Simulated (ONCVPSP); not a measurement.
# Scattering properties, ONCV potential for Be (Z = 4)

- Element: beryllium (Be)
- Generator: ONCVPSP 4.0.1
- Type: optimised norm-conserving Vanderbilt (ONCV)
- Functional: PBEsol
- Relativity: scalar-relativistic
- Frozen core: [He]
- Valence charge: 2
- Reference configuration: 2s1.75 (charge +0.25)
- Partial waves: 2s: rc 1.55 bohr, ncon 4, nbas 8, qcut 4.1 1/bohr, 2 projectors, debl 2.8 Ha; p scattering state at 0.46 Ha: rc 1.30 bohr, ncon 5, nbas 9, qcut 5.7 1/bohr, 2 projectors, debl 1.2 Ha
- Local potential: polynomial inside 1.20 bohr (lpopt 3, dvloc0 0 Ha)
- Core correction: Teter function, fcfact 1.75, rcfact 1.05

The phase is arctan(r·R′/R) of the radial function R(r), unwrapped; energies in Ha, scanned from -2 to 5 Ha. A pole is an energy at which the radial function vanishes at the test radius. The pseudo phase is shifted by a multiple of π to meet the all-electron one at the reference energy, and phase errors are pseudo minus all-electron; the curves can meet again beyond the range given. Levels narrower than the energy grid can be missing from the lists of poles.

| channel | radius (bohr) | reference energy (Ha) | poles, all-electron | poles, pseudo | unbroken range about the reference energy with phases within 0.05 rad | phase error 1 Ha above the reference energy (rad) |
| --- | --- | --- | --- | --- | --- | --- |
| s | 1.57 | -0.27 | 2.69 | 2.69 | below 4.6 | -0.001 |
| p | 1.32 | 0.46 | 2.85 | 2.85 | the whole range | +0.000 |

Phases in the p channel:

```json
{"E (Ha)": "-1.98", "all-electron": "0.930", "pseudo": "0.930"}
{"E (Ha)": "-1.62", "all-electron": "0.824", "pseudo": "0.824"}
{"E (Ha)": "-1.26", "all-electron": "0.672", "pseudo": "0.672"}
{"E (Ha)": "-0.90", "all-electron": "0.446", "pseudo": "0.446"}
{"E (Ha)": "-0.54", "all-electron": "0.120", "pseudo": "0.120"}
{"E (Ha)": "-0.18", "all-electron": "-0.283", "pseudo": "-0.283"}
{"E (Ha)": "0.18", "all-electron": "-0.661", "pseudo": "-0.661"}
{"E (Ha)": "0.54", "all-electron": "-0.941", "pseudo": "-0.941"}
{"E (Ha)": "0.90", "all-electron": "-1.132", "pseudo": "-1.132"}
{"E (Ha)": "1.26", "all-electron": "-1.265", "pseudo": "-1.265"}
{"E (Ha)": "1.62", "all-electron": "-1.362", "pseudo": "-1.362"}
{"E (Ha)": "1.98", "all-electron": "-1.437", "pseudo": "-1.437"}
{"E (Ha)": "2.34", "all-electron": "-1.498", "pseudo": "-1.498"}
{"E (Ha)": "2.70", "all-electron": "-1.551", "pseudo": "-1.551"}
{"E (Ha)": "3.06", "all-electron": "-1.599", "pseudo": "-1.599"}
{"E (Ha)": "3.42", "all-electron": "-1.646", "pseudo": "-1.646"}
{"E (Ha)": "3.78", "all-electron": "-1.694", "pseudo": "-1.694"}
{"E (Ha)": "4.14", "all-electron": "-1.747", "pseudo": "-1.747"}
{"E (Ha)": "4.50", "all-electron": "-1.809", "pseudo": "-1.809"}
{"E (Ha)": "4.86", "all-electron": "-1.887", "pseudo": "-1.887"}
```
